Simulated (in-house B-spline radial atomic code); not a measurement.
What moves the levels of Er ([Xe] 4f12 6s2)? Method: Dirac-Hartree-Fock, average of configuration, Fermi nucleus of rms radius 5.2516 fm. Calculated with a B-spline radial code for spherical atoms.

Baseline run (computed): total energy -13092.2324 hartree, 1s1/2 at -2125.24 hartree, 6s1/2 at -5.2272 eV with <r> = 4.327 bohr.

Scaling the speed of light c (a factor of 100 is close to the non-relativistic limit):

| c/c0 | ΔE (hartree) | 6s1/2 level (eV) | 6s1/2 <r> (bohr) |
| --- | --- | --- | --- |
| 0.95 | -74.379 | -5.27583 | 4.29 |
| 0.98 | -28.108 | -5.24539 | 4.313 |
| 1.02 | 26.164 | -5.21039 | 4.34 |
| 2 | 459.54 | -4.95462 | 4.552 |
| 100 | 594.4 | -4.88252 | 4.617 |

Changing the nucleus:

```csv
nucleus,ΔE (eV)
Gaussian nucleus of rms radius 5.2516 fm,-0.222
uniform spherical nucleus of rms radius 5.2516 fm,0.0584
Gaussian nucleus of rms radius 0.01 fm,-36.5
Fermi nucleus of rms radius 5.1466 fm,-1.25
Fermi nucleus of rms radius 5.3566 fm,1.27
```

A larger nucleus binds the electrons less, roughly as the density at the nucleus times the change of the nuclear <r²>. At equal rms radius the shape enters only through higher moments. A radius of 0.01 fm is nearly a point.

The nuclear charge is raised by 0.1. What does the Hellmann-Feynman theorem predict for the energy, and what is found?

dE/dZ ≈ -Σ<1/r>, which is -476.54 at the start and -477.606 at the end; their mean times 0.1 is -47.707 hartree, and the two runs differ by -47.706 hartree.
